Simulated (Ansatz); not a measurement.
Geometry optimisation, Ansatz, RKS PBE-D4/def2-SVP.

Input:

```yaml
crystal:
  periodic: [false, false, false]
  atoms:
    - { symbol: B, position_ang: [-0.019972, 0.443281, -0.359412] }
    - { symbol: F, position_ang: [0.2074, 0.049666, 2.12307] }
    - { symbol: Cl, position_ang: [1.38677, -0.47095, -0.934165] }
    - { symbol: O, position_ang: [-1.288169, 0.004901, -0.505152] }
    - { symbol: H, position_ang: [-1.342303, -0.894186, -0.88236] }
    - { symbol: H, position_ang: [0.138507, 1.55696, 0.065716] }
    - { symbol: H, position_ang: [0.144868, 0.927227, 1.815005] }
basis:
  gaussian: { orbitals: def2-SVP }
hamiltonian:
  xc: pbe
  dispersion: d4
relax:
  f_tol: 0.03
  max_steps: 50
```

Launched with:

```bash
$ ansatz run input.yaml --threads 1 --pin off --max-ram 2048MiB --backend cpu --events-out ev --progress --plain --runs-dir out
```

Q: Where does it end, and by what steps?

A: The forces met the threshold. After 6 steps the energy has fallen by 0.012 eV; F2 moved furthest, 0.14 Å.

```csv
step,energy less start (eV),largest force component (eV/Å),accepted
0,0.0000,0.350,yes
1,-0.0065,0.270,yes
2,-0.0053,0.441,no
3,-0.0108,0.169,yes
4,-0.0116,0.095,yes
5,-0.0119,0.064,yes
6,-0.0121,0.020,yes
```

```xyz
7
Properties=species:S:1:pos:R:3
B -0.022 0.428 -0.376
F 0.200 0.106 2.248
Cl 1.377 -0.464 -0.991
O -1.289 -0.008 -0.516
H -1.343 -0.893 -0.926
H 0.147 1.531 0.115
H 0.157 0.914 1.769
```

Whether the end is a true minimum wasn't checked by a vibrational analysis.

The run took 17 s on 1 thread of Arm Neoverse V1, on a shared host, peak memory 0.16 GiB.
